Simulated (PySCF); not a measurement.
Record of a relaxation.

Species: C4H11NOSSi.
Numbering: `[CH3:1][S:2][SiH2:3][C:4](=[O:5])[N:6]([CH3:7])[CH3:8]` (hydrogens: H9, H10, H11 on C1; H12, H13 on Si3; H14, H15, H16 on C7; H17, H18, H19 on C8)

Method: PySCF, PBE0-D3(BJ)/def2-SVP geometry optimisation, gas phase; density fitting, grid level 1; the optimiser is geomeTRIC in internal coordinates, started from a GFN2-xTB structure with every atom displaced at random (about 0.01 Å). The frame can shift and turn from step to step; on so coarse a grid that alone can change the energy by a few meV, and forces under 0.02 eV/Å are noise.

Step 0: E = -26550.6616 eV, largest atomic force 2.713 eV/Å
```
atom  x, y, z in Å  |  force x, y, z in eV/Å
C1      3.776    0.155    0.346   -1.083   1.376   0.367
S2      2.068    0.692    0.789    0.000   0.043   0.103
Si3     1.025   -0.003   -0.975    1.025   0.421   0.790
C4     -0.779    0.448   -1.029   -2.482   0.645  -0.884
O5     -1.184    0.851   -2.129    0.853  -0.292   0.627
N6     -1.674    0.270   -0.010    1.055  -0.231   0.442
C7     -1.310   -0.256    1.286   -1.233   0.448  -0.112
C8     -3.054    0.591   -0.188   -0.245   0.078   0.396
H9      4.409    0.516    1.161    0.209  -0.097   0.062
H10     4.039    0.647   -0.583    0.380   0.081  -0.418
H11     3.782   -0.903    0.260    0.316  -1.342  -0.100
H12     1.682    0.627   -2.113    0.148   0.154  -0.585
H13     1.182   -1.449   -1.003    0.010  -0.861  -0.192
H14    -1.861   -1.193    1.475    0.092  -0.046   0.072
H15    -0.253   -0.437    1.356    0.848  -0.143   0.091
H16    -1.606    0.471    2.072    0.194  -0.223  -0.074
H17    -3.680   -0.296   -0.041   -0.149  -0.258   0.062
H18    -3.385    1.354    0.541    0.080  -0.022  -0.074
H19    -3.208    0.953   -1.193   -0.020   0.269  -0.572
```

Step 1: E = -26550.8442 eV, largest atomic force 0.733 eV/Å
```
atom  x, y, z in Å  |  force x, y, z in eV/Å
C1      3.728    0.164    0.410   -0.076  -0.253   0.000
S2      2.041    0.712    0.831   -0.032  -0.029  -0.088
Si3     1.059   -0.017   -0.942   -0.128  -0.117   0.079
C4     -0.796    0.524   -1.026    0.665   0.114   0.286
O5     -1.073    1.099   -2.063   -0.396   0.067  -0.295
N6     -1.670    0.310   -0.010   -0.320  -0.076  -0.086
C7     -1.346   -0.387    1.202    0.281  -0.077   0.013
C8     -3.049    0.705   -0.180    0.006  -0.053  -0.029
H9      4.385    0.489    1.226    0.037  -0.003   0.009
H10     4.065    0.622   -0.530    0.048   0.007  -0.007
H11     3.771   -0.939    0.326    0.053   0.237   0.027
H12     1.702    0.563   -2.149    0.030   0.037  -0.028
H13     1.173   -1.513   -1.023    0.028   0.022   0.057
H14    -1.912   -1.330    1.288   -0.018  -0.029  -0.007
H15    -0.267   -0.622    1.246   -0.185   0.034  -0.009
H16    -1.578    0.231    2.085   -0.021   0.027   0.022
H17    -3.718   -0.165   -0.063    0.012   0.011   0.002
H18    -3.336    1.463    0.566   -0.018   0.046   0.019
H19    -3.170    1.118   -1.190    0.034   0.035   0.033
```

Step 2: E = -26550.8523 eV, largest atomic force 0.404 eV/Å
```
atom  x, y, z in Å  |  force x, y, z in eV/Å
C1      3.724    0.171    0.433   -0.050  -0.026  -0.007
S2      2.033    0.750    0.805    0.033  -0.004  -0.035
Si3     1.044   -0.020   -0.943    0.035   0.044  -0.102
C4     -0.801    0.550   -1.046   -0.365   0.050  -0.165
O5     -1.166    1.082   -2.084    0.381   0.024  -0.105
N6     -1.668    0.317   -0.025    0.009  -0.151   0.244
C7     -1.315   -0.406    1.165   -0.054   0.052   0.063
C8     -3.048    0.720   -0.166    0.035  -0.021   0.018
H9      4.371    0.522    1.247   -0.007   0.013   0.009
H10     4.087    0.592   -0.515    0.007   0.009   0.003
H11     3.769   -0.928    0.393    0.002   0.024   0.007
H12     1.703    0.516   -2.165    0.005  -0.001  -0.019
H13     1.144   -1.518   -0.964   -0.031   0.025   0.017
H14    -1.877   -1.354    1.241    0.002  -0.004  -0.003
H15    -0.240   -0.637    1.181   -0.030   0.003   0.022
H16    -1.533    0.193    2.066    0.003  -0.020   0.022
H17    -3.720   -0.150   -0.066    0.005   0.002  -0.006
H18    -3.324    1.461    0.604    0.011  -0.009   0.021
H19    -3.173    1.166   -1.160    0.009  -0.008   0.017
```

Step 3: E = -26550.8608 eV, largest atomic force 0.152 eV/Å
```
atom  x, y, z in Å  |  force x, y, z in eV/Å
C1      3.742    0.183    0.416   -0.023   0.036   0.011
S2      2.051    0.760    0.786    0.001  -0.011  -0.008
Si3     1.051   -0.021   -0.950    0.019   0.025  -0.004
C4     -0.796    0.544   -1.034   -0.009  -0.141  -0.038
O5     -1.121    1.073   -2.087    0.013   0.029   0.148
N6     -1.671    0.306   -0.014   -0.032   0.030  -0.059
C7     -1.352   -0.420    1.185    0.056   0.051  -0.009
C8     -3.044    0.724   -0.165   -0.001   0.021   0.006
H9      4.387    0.544    1.228   -0.007   0.008   0.002
H10     4.105    0.599   -0.535   -0.005   0.006   0.003
H11     3.794   -0.913    0.385   -0.006  -0.036   0.000
H12     1.698    0.511   -2.181   -0.019  -0.015   0.002
H13     1.151   -1.518   -0.961   -0.013  -0.003   0.006
H14    -1.926   -1.362    1.246    0.004   0.011  -0.013
H15    -0.282   -0.665    1.226    0.056   0.004  -0.011
H16    -1.582    0.179    2.083   -0.008  -0.003  -0.015
H17    -3.725   -0.139   -0.081   -0.009   0.003  -0.015
H18    -3.319    1.460    0.610    0.001  -0.017   0.006
H19    -3.152    1.182   -1.156   -0.017   0.002  -0.011
```

Step 4: E = -26550.8604 eV, largest atomic force 0.155 eV/Å
```
atom  x, y, z in Å  |  force x, y, z in eV/Å
C1      3.712    0.175    0.439    0.005   0.012   0.015
S2      2.018    0.755    0.783    0.027   0.014  -0.021
Si3     1.041   -0.021   -0.968   -0.001  -0.021  -0.009
C4     -0.804    0.541   -1.052    0.069   0.052  -0.003
O5     -1.117    1.089   -2.097   -0.143   0.000   0.060
N6     -1.672    0.309   -0.026    0.080  -0.027  -0.100
C7     -1.305   -0.403    1.167   -0.076  -0.021   0.035
C8     -3.052    0.712   -0.154    0.055   0.010   0.009
H9      4.343    0.534    1.263    0.006   0.000  -0.004
H10     4.091    0.593   -0.505    0.004   0.000   0.002
H11     3.761   -0.922    0.408    0.000  -0.004  -0.001
H12     1.693    0.513   -2.194   -0.008  -0.007   0.004
H13     1.137   -1.518   -0.981    0.013  -0.010   0.009
H14    -1.857   -1.357    1.246    0.000  -0.008   0.014
H15    -0.228   -0.623    1.179   -0.028   0.003   0.017
H16    -1.525    0.195    2.068   -0.003   0.002  -0.003
H17    -3.723   -0.157   -0.056   -0.002  -0.004  -0.009
H18    -3.319    1.446    0.625   -0.007  -0.005  -0.005
H19    -3.185    1.167   -1.143    0.008   0.013  -0.011
```

Step 5: E = -26550.8644 eV, largest atomic force 0.081 eV/Å
```
atom  x, y, z in Å  |  force x, y, z in eV/Å
C1      3.722    0.184    0.430    0.002  -0.010   0.005
S2      2.029    0.763    0.773   -0.018   0.012  -0.015
Si3     1.044   -0.024   -0.969    0.002  -0.024  -0.011
C4     -0.802    0.537   -1.047    0.030   0.043   0.062
O5     -1.133    1.094   -2.081    0.010   0.009  -0.057
N6     -1.666    0.301   -0.021   -0.045  -0.037  -0.001
C7     -1.323   -0.414    1.178    0.022  -0.012  -0.009
C8     -3.041    0.715   -0.159   -0.010   0.015   0.007
H9      4.355    0.549    1.250    0.003  -0.001  -0.002
H10     4.099    0.596   -0.517    0.004  -0.001   0.000
H11     3.773   -0.914    0.405    0.004   0.010  -0.001
H12     1.689    0.506   -2.200   -0.003  -0.006  -0.007
H13     1.143   -1.521   -0.977    0.009  -0.001   0.011
H14    -1.885   -1.362    1.251    0.001  -0.005   0.005
H15    -0.249   -0.642    1.208   -0.006   0.007   0.001
H16    -1.552    0.188    2.074   -0.004   0.005  -0.003
H17    -3.721   -0.150   -0.073   -0.001  -0.005  -0.003
H18    -3.311    1.446    0.623   -0.005  -0.004   0.004
H19    -3.162    1.176   -1.147    0.003   0.005   0.012
```

Step 6: E = -26550.8654 eV, largest atomic force 0.041 eV/Å
```
atom  x, y, z in Å  |  force x, y, z in eV/Å
C1      3.726    0.194    0.428    0.001   0.007   0.003
S2      2.033    0.783    0.759   -0.017   0.005  -0.007
Si3     1.043   -0.029   -0.968    0.011  -0.004  -0.004
C4     -0.801    0.539   -1.045   -0.032  -0.020  -0.017
O5     -1.132    1.090   -2.083    0.022   0.028   0.018
N6     -1.669    0.299   -0.021    0.009  -0.018  -0.004
C7     -1.326   -0.426    1.171   -0.004   0.019   0.009
C8     -3.042    0.722   -0.153    0.004   0.005   0.004
H9      4.359    0.572    1.243   -0.002   0.002   0.000
H10     4.107    0.589   -0.524   -0.002   0.001  -0.001
H11     3.775   -0.904    0.423   -0.001  -0.007  -0.001
H12     1.685    0.483   -2.209   -0.008  -0.011  -0.007
H13     1.141   -1.526   -0.953    0.004   0.000   0.008
H14    -1.889   -1.374    1.238    0.004   0.001  -0.003
H15    -0.252   -0.656    1.199    0.011   0.006   0.000
H16    -1.554    0.169    2.071   -0.001  -0.004   0.004
H17    -3.726   -0.141   -0.081   -0.002   0.000  -0.008
H18    -3.309    1.442    0.639    0.003  -0.009   0.006
H19    -3.160    1.199   -1.134    0.000   0.000   0.000
```

Step 7: E = -26550.8666 eV, largest atomic force 0.073 eV/Å
```
atom  x, y, z in Å  |  force x, y, z in eV/Å
C1      3.722    0.209    0.430    0.007   0.013   0.001
S2      2.028    0.812    0.731   -0.012   0.005  -0.001
Si3     1.039   -0.037   -0.977    0.012   0.001  -0.002
C4     -0.802    0.540   -1.048   -0.046  -0.033  -0.046
O5     -1.134    1.102   -2.080    0.018   0.023   0.056
N6     -1.668    0.294   -0.023    0.028  -0.004  -0.004
C7     -1.320   -0.439    1.164   -0.012   0.019   0.008
C8     -3.039    0.724   -0.143    0.002   0.004   0.002
H9      4.348    0.605    1.241   -0.003   0.001   0.000
H10     4.113    0.579   -0.529   -0.005   0.001  -0.001
H11     3.768   -0.889    0.452   -0.005  -0.013  -0.001
H12     1.674    0.449   -2.232   -0.007  -0.013  -0.007
H13     1.136   -1.534   -0.931    0.006   0.000   0.006
H14    -1.878   -1.391    1.226    0.004   0.003  -0.005
H15    -0.245   -0.662    1.189    0.014   0.003   0.004
H16    -1.550    0.150    2.068    0.001  -0.004   0.001
H17    -3.727   -0.137   -0.091   -0.001   0.001  -0.008
H18    -3.302    1.426    0.666    0.003  -0.008   0.003
H19    -3.156    1.225   -1.112   -0.003   0.000  -0.005
```

Step 8: E = -26550.8684 eV, largest atomic force 0.061 eV/Å
```
atom  x, y, z in Å  |  force x, y, z in eV/Å
C1      3.709    0.246    0.429    0.012   0.004  -0.004
S2      2.016    0.877    0.661   -0.003   0.003   0.015
Si3     1.031   -0.062   -0.998   -0.001   0.004  -0.002
C4     -0.803    0.540   -1.052   -0.034  -0.022  -0.046
O5     -1.133    1.141   -2.063    0.009   0.011   0.047
N6     -1.663    0.279   -0.026    0.034   0.013   0.004
C7     -1.307   -0.470    1.148   -0.017   0.004   0.004
C8     -3.029    0.731   -0.121   -0.005  -0.003  -0.005
H9      4.322    0.687    1.228   -0.003  -0.002   0.000
H10     4.122    0.556   -0.541   -0.006  -0.001  -0.001
H11     3.747   -0.848    0.519   -0.005  -0.006  -0.001
H12     1.646    0.357   -2.287   -0.002  -0.011  -0.006
H13     1.129   -1.554   -0.874    0.008   0.002   0.003
H14    -1.852   -1.429    1.196    0.004   0.001  -0.003
H15    -0.228   -0.677    1.171    0.004   0.002   0.002
H16    -1.544    0.103    2.061    0.001  -0.003   0.001
H17    -3.728   -0.123   -0.117    0.002   0.002  -0.001
H18    -3.282    1.388    0.729    0.002   0.000  -0.003
H19    -3.141    1.286   -1.060   -0.001   0.001  -0.005
```

Step 9: E = -26550.8687 eV, largest atomic force under 0.02 eV/Å
```
atom  x, y, z in Å  |  force x, y, z in eV/Å
C1      3.707    0.255    0.426    0.006  -0.001  -0.005
S2      2.014    0.892    0.644    0.000   0.002   0.013
Si3     1.029   -0.072   -1.000   -0.007   0.002  -0.002
C4     -0.802    0.542   -1.051   -0.007  -0.005  -0.018
O5     -1.126    1.161   -2.051    0.002   0.002   0.018
N6     -1.661    0.277   -0.026    0.012   0.009   0.006
C7     -1.307   -0.478    1.146   -0.007  -0.004  -0.003
C8     -3.026    0.735   -0.117   -0.005  -0.003  -0.004
H9      4.319    0.706    1.219   -0.001  -0.002   0.001
H10     4.122    0.549   -0.548   -0.003  -0.001   0.000
H11     3.742   -0.839    0.531   -0.002  -0.002   0.000
H12     1.639    0.324   -2.299    0.001  -0.005  -0.002
H13     1.128   -1.562   -0.853    0.004   0.001   0.003
H14    -1.848   -1.440    1.186    0.002  -0.001  -0.002
H15    -0.227   -0.679    1.172    0.001   0.000   0.002
H16    -1.551    0.089    2.060   -0.001  -0.001  -0.002
H17    -3.728   -0.117   -0.130    0.002   0.002   0.003
H18    -3.280    1.379    0.741    0.001   0.004  -0.003
H19    -3.134    1.304   -1.048    0.000   0.002  -0.002
```

Problem. Summarise the path.

Solution. The energy falls by 19.97 kJ/mol from step 0 to step 9; nine tenths of that is first reached at step 2. It rises by more than 0.2 meV at step 4. The largest force goes from 2.713 to under 0.02 eV/Å. Among the bonds Si3–C4 changes most, from 1.860 to 1.931 Å; the atoms move by 0.242 Å rms after alignment.

What follows is the cost of the whole optimisation. On one thread of an Intel Xeon 6975P-C, on a shared host, this took 1.8 min and 0.74 GiB of memory at its peak.
